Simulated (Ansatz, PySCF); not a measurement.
CH4NO, charge +1, singlet, geometry from GFN2-xTB. Base run: PBE/def2-SVP in PySCF.

PySCF was given this input:
```python
from pyscf import gto, scf, dft

mol = gto.M(
    atom='''
N    -1.079731    0.243807    0.157699
C     0.406750    0.243899   -0.264919
O     1.094770   -0.627805    0.073073
H    -1.302253    1.084187    0.712797
H    -1.695311    0.237833   -0.669897
H    -1.269485   -0.598636    0.727304
H     0.626506    1.129011   -0.869170
''',
    basis='def2-svp',
    charge=1,
    spin=0,
    verbose=4,
)

mf = dft.RKS(mol)
mf.xc = 'pbe'
mf.kernel()
```

The same geometry, method and basis name were run in Ansatz (a first-principles code) and PySCF, at each program's defaults and at the settings that a row names. The base is PySCF at its defaults. Differences at the defaults can come from grids, fitting, cores and function types together.

```csv
code and settings,ΔE vs base (mEh),basis functions,E (Eh),SCF cycles
"PySCF, defaults (exact integrals, its default grid, spherical functions)",0.000,62,-169.87770,10
"Ansatz, defaults (factorised integrals, its default grid, spherical functions)",-0.003,62,-169.87771,-
"PySCF, density fitting with def2-universal-jkfit",?,62,?,10
"PySCF, fine grid",-0.002,62,-169.87771,10
"Ansatz, high accuracy",-0.002,62,-169.87771,-
```

### Question
Complete the blanks.

### Answer

- PySCF, density fitting with def2-universal-jkfit, ΔE vs base (mEh): -0.064
- PySCF, density fitting with def2-universal-jkfit, E (Eh): -169.87777
